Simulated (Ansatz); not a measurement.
Ideal-gas functions of `[OH][Ta]([OH])([F])([F])[F]` at 400 K and 1 bar, from an Ansatz frequency run at PBE0-D4/def2-TZVP.

Molar mass 271.96 g/mol, point group Cs (symmetry number 1), electronic degeneracy 1, moments of inertia 196.128, 222.486, 238.042 u Å². Harmonic wavenumbers (cm⁻¹, unscaled): 71, 81, 190, 192, 240, 277, 282, 321, 374, 391, 566, 637, 672, 680, 725, 765, 3911, 4000.

Use S(trans) = R[1.5 ln M + 2.5 ln T − 1.1517]; rotational temperatures θ = 24.2544 K / I; S(rot) = R[ln(√π/σ · √(T³/θAθBθC)) + 1.5]; for each mode x = 1.438777 ν̃/T, S = R[x/(eˣ − 1) − ln(1 − e⁻ˣ)] and H = RT x/(eˣ − 1); 1 cm⁻¹ = 0.0119627 kJ/mol; R = 8.31446 J/(mol·K).

Problem. By hand: the entropy, in J/(mol·K).

Solution. Translation 184.9. Rotation: θ = 0.1237, 0.109, 0.1019 K, giving 119.4. Vibration, mode by mode: 19.69, 18.60, 11.64, 11.56, 9.79, 8.68, 8.54, 7.57, 6.45, 6.13, 3.71, 3.03, 2.74, 2.68, 2.36, 2.11, 0.00, 0.00, in all 125.3. Electronic 0.0. Sum 429.6 J/(mol·K).

Problem. By hand: H − E and G − E in kJ/mol, counted from the electronic energy.

Solution. Zero-point energy ½ × 14375 × 0.0119627 = 86.0; thermal vibration 26.0; translation, rotation and pV give 4 RT = 13.3. H − E = 125.3 kJ/mol, and G − E = 125.3 − 400 × 429.6/1000 = -46.5 kJ/mol.

Vibration gives 29 % of the entropy, 38.3 J/(mol·K) of it from the modes under 150 cm⁻¹: soft modes count most, and the harmonic formula is weakest for them. The sum counts one conformer and one mirror image; others add a mixing term.
